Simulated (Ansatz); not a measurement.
Ansatz (an electronic-structure program) input (PBE0/6-31G*):

Ansatz 0.2 input:
```yaml
crystal:
  periodic: [false, false, false]
  atoms:
    - {symbol: N, position_ang: [1.78731381, -0.10578092, -0.91345075]}
    - {symbol: Si, position_ang: [0.24483309, -0.01837748, -0.13252813]}
    - {symbol: Cl, position_ang: [0.33779815, -0.97955671, 1.66928180]}
    - {symbol: Cl, position_ang: [-0.27338672, 1.94090737, 0.13519960]}
    - {symbol: Cl, position_ang: [-1.15084735, -0.92249958, -1.29767909]}
    - {symbol: H, position_ang: [2.53055077, 0.33728271, -0.36609009]}
basis:
  gaussian:
    orbitals: 6-31G*
hamiltonian:
  xc: {name: PBE0}
magnetization: {spin_polarized: true, initial_magnetization: 1}
```

Output:

```
Functional definition: PBE0
integrals: 0.04 GiB planned
826 factors; integrals over basis functions are off by at most 9.4e-4 eV
0.15 GiB of the device are held for the grids
0.66 GiB of device memory are held for the factors and their scratch space
mean field: 0.28 GiB planned
mean field evaluation 1: about -46928.0853 eV, gradient 3.7e1 eV
mean field evaluation 2: about -46901.3077 eV, gradient 7.6e1 eV
mean field evaluation 4: about -46935.3188 eV, gradient 3.0e0 eV
mean field evaluation 8: about -46935.4079 eV, gradient 1.8e-1 eV
mean field evaluation 16: about -46935.4081 eV, gradient 8.1e-5 eV
mean field -46935.40808572 eV, -1724.8444331880 hartree, gradient 4.5e-5 eV, S^2 0.753331; 1 other end points of the search recorded, 0 dependent functions left out
reference -46935.40810874 eV, -1724.8444340339 hartree; 37, 36 occupied and 56, 57 virtual orbitals, 826 factors
Total energy: -46935.40810874 eV, -1724.8444340339 hartree
```

It need not be the lowest isomer of its formula.
